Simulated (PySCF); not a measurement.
# Radial density of N (nitrogen, neutral)

UHF, [He] 2s1 2p3 3d1, high-spin 6D determinant (an excited configuration). All numbers are calculated (PySCF 2.14, the non-relativistic Hamiltonian (point nucleus), in aug-cc-pVTZ with one added diffuse shell each of s, p, d, f type (6s5p4d3f, 62 functions)).

```tsv
r (bohr)	4πr²ρ (e/bohr)	4πr²(ρα − ρβ)
0.00424	0.04287	0.0011
0.00713	0.1170	0.0030
0.0120	0.3082	0.0080
0.0202	0.7793	0.0202
0.0339	1.819	0.0471
0.0571	3.743	0.0969
0.0960	6.207	0.1626
0.161	7.273	0.2218
0.272	5.012	0.3925
0.457	2.474	1.3015
0.768	2.930	2.8667
1.29	2.544	2.5440
2.17	0.6439	0.6439
3.66	0.1383	0.1383
6.15	0.2321	0.2321
10.3	0.006307	0.0063
```

The outer electron is Rydberg-like, and this basis confines it to a smaller radius and binds it less than a complete one would.
